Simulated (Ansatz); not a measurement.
Correlation energies of `[NH]=[W](=[NH])([F])[Cl]` by basis set

Cartesian coordinates in Å:
```
N 1.005 0.563 -0.975
W -0.420 -0.121 -0.252
N -0.276 -0.104 1.480
F -1.883 0.936 -0.729
Cl -0.547 -2.299 -0.910
H 1.930 0.965 -0.973
H 0.191 0.060 2.358
```

Charge 0, multiplicity 1. Correlated methods include outer-core shells of W, which these sets cover unevenly. W takes the def2 core potential. All single points use the PBE0-D4/def2-TZVP geometry. It is one conformer, not always the lowest. Frozen core, restricted reference, the Gaussian-basis code of Ansatz.

```tsv
basis	HF (Eh)	MP2 corr.	CCSD corr.	(T)	CCSD(T) total
def2-SVP	-735.17130	-1.04562	?	?	?
def2-TZVPP	-735.62545	?	-1.32909	-0.07396	?
def2-QZVPP	?	-1.50530	–	–	–
```

**Question.** Fill in the withheld values. (Best estimate.)

**Answer.** Ansatz gave: def2-SVP CCSD corr.: -1.00914; def2-SVP (T): -0.04644; def2-SVP CCSD(T) total: -736.22688; def2-TZVPP MP2 corr.: -1.37395; def2-TZVPP CCSD(T) total: -737.02850; def2-QZVPP HF (Eh): -735.64896.
